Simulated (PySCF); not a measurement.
# Frontier levels across methods

Species: C₄H₁₂OSi.
Cartesian coordinates in Å at the PBE0-D3(BJ)/def2-SVP level; atoms count from 1:
```
atom  x, y, z in Å
C1     2.3428   -0.2118    0.4700
O2     1.0489   -0.4073    0.9487
Si3   -0.3562   -0.0429    0.1072
C4    -0.3420    1.7638   -0.4049
C5    -1.7412   -0.3969    1.3077
C6    -0.4822   -1.1342   -1.4155
H7     2.5593    0.8532    0.2599
H8     2.5431   -0.7822   -0.4576
H9     3.0642   -0.5528    1.2298
H10   -1.2911    2.0357   -0.8946
H11    0.4699    1.9800   -1.1174
H12   -0.2118    2.4221    0.4685
H13   -1.6572    0.2439    2.1990
H14   -2.7255   -0.2182    0.8473
H15   -1.7040   -1.4454    1.6416
H16    0.3536   -0.9582   -2.1113
H17   -0.4716   -2.1996   -1.1366
H18   -1.4166   -0.9364   -1.9651
```

Basis pcSseg-1 throughout (PySCF), one geometry. Geometry: PBE0-D3(BJ)/def2-SVP; no solvent, vibrations or thermal averaging.

Task: How do the orbital energies, the gap and the dipole change with the method?

Result: 
```
   method                    kind  HOMO (eV)  LUMO (eV)  gap (eV)  μ (D)  SCF cycles
     BLYP                     GGA      -5.94       0.31      6.25   1.06          13
     OPBE                     GGA      -6.02       0.61      6.63   1.07          14
      PBE                     GGA      -6.04       0.31      6.35   1.07          13
      LDA                     LDA      -6.14       0.14      6.28   1.13          13
     BP86                     GGA      -6.15       0.40      6.56   1.08          13
    B97-2           global hybrid      -7.30       1.14      8.44   1.14          12
     PBE0           global hybrid      -7.56       1.11      8.67   1.15          12
CAM-B3LYP  range-separated hybrid      -8.98       1.91     10.89   1.18          12
BHandHLYP           global hybrid      -9.00       1.73     10.73   1.21          12
  wB97X-D  range-separated hybrid      -9.47       2.90     12.37   1.18          12
  LC-wPBE  range-separated hybrid     -10.31       3.27     13.58   1.22          12
       HF            Hartree–Fock     -11.20       3.80     15.00   1.28           9
```

The HOMO spans 5.25 eV, from BLYP down to HF, and the gap runs from 6.25 eV (BLYP) to 15.00 eV (HF). Over the methods BLYP (0 %), OPBE (0 %), PBE (0 %), LDA (0 %), BP86 (0 %), B97-2 (21 %), PBE0 (25 %), BHandHLYP (50 %), HF (100 %), a straight line through the gap against the share of exact exchange rises by 0.86 eV for each 10 % (correlation coefficient 0.999). The dipole ranges from 1.06 D (BLYP) to 1.28 D (HF). This basis has no diffuse functions.

The vertical ΔSCF ionisation energy at PBE0/def2-SVPD is 9.49 eV; −ε(HOMO) comes closest to it with wB97X-D (9.47 eV).
